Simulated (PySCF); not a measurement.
Tm⁺: ionisation energy

Tm⁺ [Xe] 4f13 6s1 (3F) → Tm²⁺ [Xe] 4f13 (2F), as a difference of total energies. Calculation: PySCF 2.14, in ANO-RCC-VTZP (8s7p5d3f2g1h, 104 functions); scalar relativity by spin-free X2C-1e. Correlated levels: valence: [Kr] 4d10 frozen; valence and next inner shell: [Ar] 3d10 frozen. The calculations carry no spin-orbit coupling.

| method | ionisation energy (eV) |
| --- | --- |
| UHF | 11.157 |
| LDA | 12.485 |
| PBE0 | 12.042 |
| r2SCAN | 11.987 |
| MP2 (valence) | 12.049 |
| SCS-MP2 (valence) | 11.877 |
| SCS-MP2 (valence and next inner shell) | 11.910 |

Q: Estimate what PBE gives.

A: 12.273 eV, closest to LDA among the rows shown.

Q: Estimate what MP2 (valence and next inner shell) gives.

A: 12.087 eV, closest to MP2 (valence) among the rows shown.

Errors of the correlated levels include the incompleteness of this basis and the frozen core.

For comparison: 12.065 ± 0.02 eV (semi-empirical (NIST evaluation); NIST Atomic Spectra Database, ionization energies).
